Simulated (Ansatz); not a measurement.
Isolated molecules relaxed with PBE0-D4/def2-TZVP in Ansatz; ΔE leaves out vibrations. CBS: MP2 limit from def2 TZ/QZ plus the TZ coupled-cluster correction, frozen cores. This one scheme is used for every species. DFT in def2-TZVPP. B3LYP here is the variant with VWN-RPA as its local correlation; programs differ in this. HSE06 is defined as in plane-wave codes. Each species was taken in one conformer, which may not be the lowest.

Reaction (ligand exchange at a B–N bond): `CN(C)B(F)F` + CH₃SH → `CSB(F)F` + dimethylamine

```csv
level,ΔE (kcal/mol)
B3LYP-D4,14.4
BHLYP-D4,15.6
r2SCANh,13.3
HSE06,13.0
```

What does CCSD(T)/CBS give? (Estimate.)

Ansatz gave: +14.3 kcal/mol. The listed levels differ from it by 0.1, 1.3, -1.0, -1.3 kcal/mol.

Largest T1 diagnostic among the species: 0.012.

Leaving LDA and LC-ωPBE aside and taking each functional with its dispersion term where it has one, the values, not all of them listed here, spread over 4.2 kcal/mol, from revPBE-D4 to BHLYP-D4. LDA lies +3.1 kcal/mol from PBE without D4. From PBE to PBE0 (25 % exact exchange), in def2-TZVPP and without D4, ΔE moves by +1.2 kcal/mol.
